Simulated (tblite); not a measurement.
A structure optimised at GFN2-xTB (Å):
```
F 
C   1  1.2694
C   2  1.2629  1  163.23
Si  3  1.9601  2  149.16  1     2.66
P   2  1.9955  1  124.75  3  -179.27
H   4  1.4587  3  101.53  2  -150.49
H   4  1.4576  3  100.62  2    91.14
H   4  1.4551  3  100.83  2   -30.11
H   5  1.3902  2  110.50  3   -56.33
H   5  1.3901  2  110.64  3    55.87
```
Z-matrix in Å and degrees, rows numbered from 1.

Charge +1, singlet.

Q: Read off the bonds between heavy atoms and their formal orders.

A: F1–C2 (single); C2–C3 (double); C3–Si4 (single); C3–P5 (single); C2–P5 (single). Hydrogens: H6, H7, H8 on Si4; H9, H10 on P5.

Q: Which species is it?

A: `FC1=C([SiH3])[PH2+]1`, [C2H5FPSi]+. Among its features: C=C double bond, C–F bond, Si–H bond and C–Si bond.

Q: Which rings does it hold (smallest set)?

A: C2–C3–P5 (3 members).

Q: Describe the place of each heavy atom.

A: F1: vinyl fluorine; C2: vinylic C–F carbon; C3: fully substituted alkene carbon; Si4: SiH3 silicon; P5: phosphonium phosphorus.

Q: What is the arrangement about P5?

A: It has 4 neighbours (C3, C2, H9, H10) and has angles from 36.8° to 110.6°.

Q: What is the arrangement about C3?

A: It has 3 neighbours (C2, Si4, P5) and is planar (angles 149.2°, 139.6° and 71.2°, sum 360.0°, 0.01 Å off the plane of its three neighbours).

These are computed values.
